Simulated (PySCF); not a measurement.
Sn(OMe)(SH) (CH₄OSSn), SMILES [Sn]([O]C)[SH] (connectivity only; charge and spin as stated), neutral, multiplicity 1.

Geometry: B3LYP-D3(BJ)/def2-SVP. The structure was generated by enumeration; whether it is a known compound was not checked. The def2 effective core potentials stand for the cores of Sn; spin–orbit coupling is left out. Other conformers were not sampled.

Calculation: PBE/def2-TZVP (PySCF).

The molecule is in vacuum.

Computed frontier levels, gap, dipole moment and polarisability:
The highest occupied level comes out as -6.16 eV. The lowest empty level comes out as -2.96 eV, the orbital gap is 3.20 eV and the dipole moment comes out as 1.62 D. The quadrupole, principal values (traceless, Buckingham form, about the centre of nuclear charge) comes out as -6.86, 1.02, 5.84 D·Å and the mean static polarisability is 81.1 bohr³ (12.02 Å³). The polarisability, principal values comes out as 55.9, 89.8, 97.7 bohr³.
